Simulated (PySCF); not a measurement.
# Relaxation of singlet H2SeO

Method: PBE0/[Se def2-TZVP, O def2-TZVP, H def2-TZVP], no relativity, density fitting, PySCF. A (50,194) grid was used.

A start displaced from a saddle point along its imaginary mode, of Cs symmetry, held to at least that symmetry:

```xyz
4
charge 0 multiplicity 1, angstrom
Se    0.1278    0.2214   -0.0045
O    -0.7076   -1.2257    0.0076
H     1.5803    0.3524    0.1200
H    -0.4850    1.5448    0.1200
```

Problem. What forces act on the atoms at the start (eV/Å)?

Solution. 
| atom | Fx | Fy | Fz |
| --- | --- | --- | --- |
| Se1 | 0.03 | 0.05 | -1.86 |
| O2 | 0.04 | 0.07 | 0.63 |
| H3 | -0.08 | -0.03 | 0.62 |
| H4 | 0.01 | -0.08 | 0.62 |

Problem. What does it relax to?

Solution. It ends at Cs with Se–H 1.513 Å (×2), Se–O 1.636 Å; H–Se–H 86.9°, H–Se–O 106.1° (×2). A frequency run shows a minimum. Other isomers or separated fragments may lie lower.

Problem. How much energy is released, and in how many steps?

Solution. 182.1 kJ/mol in 7 steps.

The relaxation took roughly 20 core-seconds on a shared host.
